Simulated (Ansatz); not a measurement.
`CC(=O)CCC=C(C)C` at its PBE0-D4/def2-TZVP geometry, where that method's forces vanish. The species carries charge 0 and has multiplicity 1.

```xyz
23

C     1.8833    2.2584    2.0686
C     1.4887    0.8319    1.7959
O     1.0820    0.1074    2.6705
C     1.6424    0.3613    0.3676
C     0.9240   -0.9464    0.0587
C    -0.5628   -0.8033    0.0957
C    -1.4095   -0.8180   -0.9349
C    -2.8816   -0.6515   -0.7171
C    -1.0127   -0.9988   -2.3664
H     2.8245    2.5105    1.5736
H     1.1176    2.9213    1.6531
H     1.9598    2.4303    3.1408
H     2.7231    0.2577    0.1986
H     1.3150    1.1603   -0.3067
H     1.2289   -1.6860    0.8055
H     1.2627   -1.3137   -0.9115
H    -0.9809   -0.6591    1.0891
H    -3.1208   -0.5212    0.3391
H    -3.2642    0.2156   -1.2670
H    -3.4329   -1.5224   -1.0891
H    -1.5025   -1.8816   -2.7916
H    -1.3456   -0.1440   -2.9651
H     0.0615   -1.1087   -2.5077
```

What forces (eV/Å) does r2SCAN-D4/def2-TZVPP give on these atoms in Ansatz 0.2.0? (An estimate is asked.)

Ansatz gave: 
```
C1   0.054  0.120  0.039
C2   0.091  0.178 -0.190
O3  -0.160 -0.285  0.322
C4   0.072  0.086 -0.091
C5   0.020 -0.160 -0.043
C6   0.075  0.012  0.202
C7  -0.089  0.003 -0.106
C8  -0.102  0.013  0.026
C9   0.040 -0.014 -0.091
H10 -0.020  0.013 -0.006
H11  0.018 -0.001 -0.002
H12 -0.006  0.002 -0.022
H13  0.013  0.013 -0.005
H14  0.013  0.010 -0.014
H15  0.012  0.006  0.013
H16  0.000 -0.001  0.005
H17  0.008  0.003  0.009
H18 -0.001 -0.002 -0.021
H19 -0.004 -0.013 -0.004
H20 -0.002  0.012 -0.007
H21 -0.004  0.013 -0.006
H22 -0.007 -0.013 -0.002
H23 -0.021  0.004 -0.005
```
